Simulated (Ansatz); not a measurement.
Cd₇S₇⁻, a nanocrystal cut from zinc blende CdS (bare). The state is a doublet with charge -1. Geometry PBE-D4/def2-SVP, that of the neutral singlet.

| atom | x (Å) | y (Å) | z (Å) |
| --- | --- | --- | --- |
| Cd1 | 0.633 | 1.085 | -3.408 |
| Cd2 | -1.255 | -3.268 | 0.887 |
| Cd3 | 0.736 | -2.019 | -1.688 |
| Cd4 | -2.193 | -0.243 | 0.407 |
| Cd5 | 1.010 | 1.557 | 2.006 |
| Cd6 | 0.790 | 3.392 | -1.026 |
| Cd7 | -1.058 | -0.917 | 3.326 |
| S8 | 1.421 | -1.116 | -3.794 |
| S9 | -0.048 | 3.352 | -3.245 |
| S10 | 0.434 | -4.122 | -0.434 |
| S11 | -2.963 | -1.944 | 2.109 |
| S12 | 1.744 | 3.656 | 1.127 |
| S13 | 0.799 | 0.231 | 4.076 |
| S14 | -0.051 | 0.355 | -0.342 |

In the def2 sets Cd takes a core potential; there is no spin–orbit coupling. HSE06 is defined as in plane-wave codes, on full-range PBE exchange. Single mean-field runs in def2-TZVP are fitted with def2-universal-jkfit.

Estimate the α-spin orbital energies around the gap (eV) in Ansatz with PBE-D4/def2-TZVP, PBE0-D4/def2-TZVP, HSE06-D4/def2-TZVP.


| orbital | PBE-D4/def2-TZVP | PBE0-D4/def2-TZVP | HSE06-D4/def2-TZVP |
| --- | --- | --- | --- |
| HOMO−5 | -3.18 | -4.28 | -3.89 |
| HOMO−4 | -2.98 | -3.93 | -3.56 |
| HOMO−3 | -2.86 | -3.90 | -3.51 |
| HOMO−2 | -2.74 | -3.80 | -3.41 |
| HOMO−1 | -2.58 | -3.63 | -3.25 |
| HOMO | -1.11 | -1.71 | -1.36 |
| LUMO | -0.35 | 0.24 | -0.10 |
| LUMO+1 | 0.07 | 0.76 | 0.42 |
| LUMO+2 | 0.28 | 0.82 | 0.47 |
| LUMO+3 | 0.48 | 1.05 | 0.71 |
| LUMO+4 | 0.52 | 1.18 | 0.83 |
| LUMO+5 | 0.68 | 1.33 | 0.98 |
| β HOMO | -2.57 | -3.63 | -3.24 |
| β LUMO | -0.73 | -0.04 | -0.39 |
